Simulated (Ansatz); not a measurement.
Calculated with Ansatz (gas phase, PBE0-D4/def2-TZVP geometries, no zero-point term in ΔE). CBS: MP2 limit from def2 TZ/QZ plus the TZ coupled-cluster correction, frozen cores. This one scheme is used for every species. DFT in def2-TZVPP. One conformer a species, not always the lowest.

Reaction (formal exchange of groups at the Si–C bond): `C#C[SiH2]CO` + `C#N` → `C#C[SiH2]C#N` + CH₃OH

`C#C[SiH2]CO`:

```xyz
11

C    -1.818    0.489   -1.710
C    -1.319    0.349   -0.620
Si   -0.462    0.105    0.979
C     1.362   -0.126    0.542
O     1.535   -1.108   -0.466
H    -2.274    0.616   -2.665
H    -0.678    1.296    1.842
H    -1.024   -1.102    1.632
H     1.804    0.838    0.251
H     1.914   -0.472    1.420
H     0.960   -0.884   -1.205
```

`C#N`:

```xyz
3

C    -0.025   -0.003   -0.007
N     1.075    0.121    0.290
H    -1.050   -0.118   -0.283
```

`C#C[SiH2]C#N`:

Cartesian coordinates in Å:
```
C -0.311 0.915 2.051
C -0.081 0.257 1.069
Si 0.269 -0.748 -0.396
C -0.116 0.259 -1.898
N -0.352 0.872 -2.843
H -0.514 1.501 2.919
H 1.700 -1.109 -0.464
H -0.595 -1.947 -0.438
```

CH₃OH:

```xyz
6

C     0.005   -0.332    0.129
O    -0.333    0.711   -0.756
H    -0.475   -1.237   -0.246
H    -0.360   -0.151    1.148
H     1.086   -0.512    0.170
H     0.077    1.520   -0.444
```

| level | ΔE (kJ/mol) |
| --- | --- |
| r2SCANh-D4 | -47.8 |
| PBE0 | -48.5 |
| CCSD/def2-TZVPP | -51.5 |
| MP2/CBS(def2) | -52.1 |

Q: What does CCSD(T)/CBS give? (Best estimate.)

A: Computed: -49.3 kJ/mol. The listed levels differ from it by 1.5, 0.8, -2.2, -2.8 kJ/mol.

Q: What do rigid-rotor, harmonic-oscillator terms from PBE0-D4/def2-TZVP frequencies (298.15 K, 1 bar) make of the CCSD(T)/CBS value? (Best estimate.)

A: Computed: ΔZPE = +3.5 kJ/mol, ΔH = -45.9 kJ/mol, ΔS = 20 J/(mol·K), ΔG = -52.0 kJ/mol.

Largest T1 diagnostic among the species: 0.014.

In def2-TZVPP, CCSD(T) changes the Hartree–Fock value by +14.4 kJ/mol (the triples alone add +1.6 kJ/mol) and MP2 by +11.6 kJ/mol. Leaving LDA and LC-ωPBE aside and taking each functional with its dispersion term where it has one, the values, not all of them listed here, spread over 11.7 kJ/mol, from B2PLYP to revPBE-D4. LDA lies +9.7 kJ/mol from PBE without D4. From BLYP to BHLYP (50 % exact exchange), in def2-TZVPP and without D4, ΔE moves by −3.5 kJ/mol.
